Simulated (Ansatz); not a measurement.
Basis-set extrapolation for BCl₃H₂O, SMILES `[OH2+][B-](Cl)(Cl)Cl` (PBE0-D4/def2-TZVP geometry, frozen core, Ansatz 0.2.0). Multiplicity 1, RHF reference.

|  | cc-pV(T+d)Z | cc-pV(Q+d)Z |
| --- | --- | --- |
| HF | -1479.437559 | -1479.455618 |
| MP2 correlation | -0.934561 | -1.020448 |
| CCSD(T) correlation | -1.023359 | -1.109173 |

Energies in hartree. Use E(X) = E(∞) + A·exp(−5.46·√X) for Hartree–Fock and E(X) = E(∞) + B·X^(−3.05) for correlation, with X = 3 and 4.

Problem. What is the CCSD(T) energy at the basis-set limit?

Solution. HF limit: -1479.455618 + (-0.018059) × 0.30130 = -1479.46106. Correlation limit: -1.109173 + (-0.085814) × 0.71189 = -1.17026. Total: -1480.63132 hartree, 106.9 kcal/mol below CCSD(T)/cc-pV(T+d)Z.
